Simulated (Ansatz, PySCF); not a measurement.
Mg(iPr)(OH) (C3H8MgO), SMILES [CH]([Mg][OH])(C)C. Atoms are numbered in the order given.

```xyz
13

Mg    -0.0169     0.7955     0.6951
C     -0.3344    -0.6074    -0.8551
C     -0.6404    -2.0081    -0.3241
C      0.8184    -0.6425    -1.8587
H     -1.2345    -0.2492    -1.3920
H     -0.8399    -2.7234    -1.1469
H      0.2036    -2.4293     0.2503
H     -1.5225    -2.0309     0.3375
H      1.0087     0.3385    -2.3252
H      0.6213    -1.3556    -2.6841
H      1.7660    -0.9667    -1.3934
O      0.2343     1.9790     1.9871
H      0.3942     2.5981     2.6908
```

Coordinates come from a PBE0-D3(BJ)/def2-SVP optimisation. The structure was generated by enumeration; whether it is a known compound was not checked. One conformer was computed; it need not be the lowest.

Two levels are set side by side: PBE-D3(BJ)/def2-SVP (Ansatz, an electronic-structure program) and PBE0-D3(BJ)/def2-SVP (Ansatz). Each level has its own optimised geometry; the coordinates shown are those of the second. Frequencies come from the Hessian of PySCF at each geometry. Differences are taken from unrounded values.

```csv
quantity,PBE0-D3(BJ)
mean bond length (Å),1.303
bond Mg1–C2 (Å),2.115
bond Mg1–O12 (Å),1.770
bond C2–C3 (Å),1.529
bond C2–C4 (Å),1.529
bond C2–H5 (Å),1.108
bond C3–H6 (Å),1.108
bond C3–H7 (Å),1.104
bond C3–H8 (Å),1.103
bond C4–H9 (Å),1.103
bond C4–H10 (Å),1.108
bond C4–H11 (Å),1.104
bond O12–H13 (Å),0.951
highest harmonic wavenumber (cm⁻¹),4097
mean harmonic wavenumber (cm⁻¹),1387
zero-point energy (kcal/mol),65.42
```

Q: What does PBE-D3(BJ) give, and how far is it from PBE0-D3(BJ)? (An estimate is asked for; the answer gives what the named calculation found.)

A: 
| quantity | PBE-D3(BJ) | PBE-D3(BJ) minus PBE0-D3(BJ) |
|---|---|---|
| mean bond length (Å) | 1.313 | 0.011 |
| bond Mg1–C2 (Å) | 2.129 | 0.014 |
| bond Mg1–O12 (Å) | 1.798 | 0.028 |
| bond C2–C3 (Å) | 1.536 | 0.008 |
| bond C2–C4 (Å) | 1.536 | 0.008 |
| bond C2–H5 (Å) | 1.115 | 0.008 |
| bond C3–H6 (Å) | 1.117 | 0.009 |
| bond C3–H7 (Å) | 1.112 | 0.008 |
| bond C3–H8 (Å) | 1.111 | 0.008 |
| bond C4–H9 (Å) | 1.111 | 0.008 |
| bond C4–H10 (Å) | 1.117 | 0.009 |
| bond C4–H11 (Å) | 1.112 | 0.008 |
| bond O12–H13 (Å) | 0.963 | 0.013 |
| highest harmonic wavenumber (cm⁻¹) | 3905 | -192 |
| mean harmonic wavenumber (cm⁻¹) | 1339 | -48 |
| zero-point energy (kcal/mol) | 63.17 | -2.25 |

Exact exchange shortens and stiffens bonds; PBE has none. Differences between two approximate levels are no errors against the true value.
